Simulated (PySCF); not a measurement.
Ga(PH2)3 (GaH6P3), SMILES [PH2][Ga]([PH2])[PH2]. Geometry: PBE0-D3(BJ)/def2-SVP. The structure was generated by enumeration; whether it is a known compound was not checked. Other conformers were not sampled.

Method: PBE0-D3(BJ)/def2-SVP in PySCF.

Harmonic wavenumbers (cm⁻¹): 83, 84, 101, 115, 125, 135, 289, 372, 373, 514, 521, 582, 583, 662, 666, 1082, 1085, 1092, 2403, 2404, 2406, 2421, 2423, 2424. Rotational constants (GHz): 1.828, 1.817, 0.9290; symmetry number 1.

Task: Work out the zero-point energy and the ideal-gas rigid-rotor harmonic-oscillator thermochemistry at 298.15 K and 1 atm.

Result: ZPE = ½ Σ hcν = ½ × 22945 cm⁻¹ = 32.80 kcal/mol. H − E(el) = 39.27 kcal/mol. Entropy in cal/(mol K): translation 41.28, rotation 29.03, vibration 26.85, total 97.16. G − E(el) = 10.31 kcal/mol. Cp = 31.60 cal/(mol K). Modes under 150 cm⁻¹ make the vibrational entropy uncertain.
